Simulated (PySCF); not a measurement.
# Spin states of NaIn⁺

Unrestricted PBE0; basis Na def2-SVPD, In def2-SVPD with ECP28; scalar-relativistic core potentials; PySCF 2.14. Outer shells of the fragments: Na+ closed shells only; In 4d10 5s2 5p1.

Followed along the bond (rough minima from three points):

| 2Ms+1 | unpaired | ⟨S²⟩ at the start | R at minimum (Å) | Te (eV) |
| --- | --- | --- | --- | --- |
| 2 | σ ↑ | 0.75 | 3.57 | 0.00 |
| 2 | π ↑ | 0.75 | 3.43 | 0.99 |
| 4 | σ ↑↑, π ↑ | 3.75 | 3.59 | 4.76 |

Solutions found at the starting distance of 3.065 Å, counted from the lowest of them; the search is not exhaustive and high or unbound solutions are not listed, so other states can lie among these:

```
2Ms+1   unpaired  term  E (eV)  ⟨S²⟩  ⟨Lz²⟩  μ (D)
    2        σ ↑   ²Σ⁺    0.00  0.75   0.00  -7.29
    2        π ↑    ²Π    0.91  0.75   1.00  -8.84
    4  σ ↑↑, π ↑    ⁴Π    4.77  3.75   1.00  -8.14
    4  σ ↑, π ↑↑   ⁴Σ⁻    5.63  3.75   0.00  -9.02
    2        δ ↑    ²Δ    5.84  0.75   4.00  -9.70
    4      σ ↑↑↑   ⁴Σ⁺    7.88  3.75   0.00   1.98
```

A term symbol is given only where ⟨S²⟩ and ⟨Lz²⟩ are close to those of a pure state; real π, δ and φ orbitals otherwise mix terms. A positive dipole points towards In; it is taken about the centre of mass and depends on that origin.

Q: Compare the gap between the two lowest followed solutions at the starting distance with the gap between their minima.

A: At PBE0 the second solution (doublet, unpaired electrons π ↑) lies +0.91 eV from the first (doublet, unpaired electrons σ ↑) at 3.065 Å and +0.99 eV at the minima; the two curves relax by different amounts, since their minima lie near 3.43 and 3.57 Å.

Spin–orbit coupling is left out. Counting both spins, an empty level lies below a filled one in some of these solutions, because spin and occupation are held.
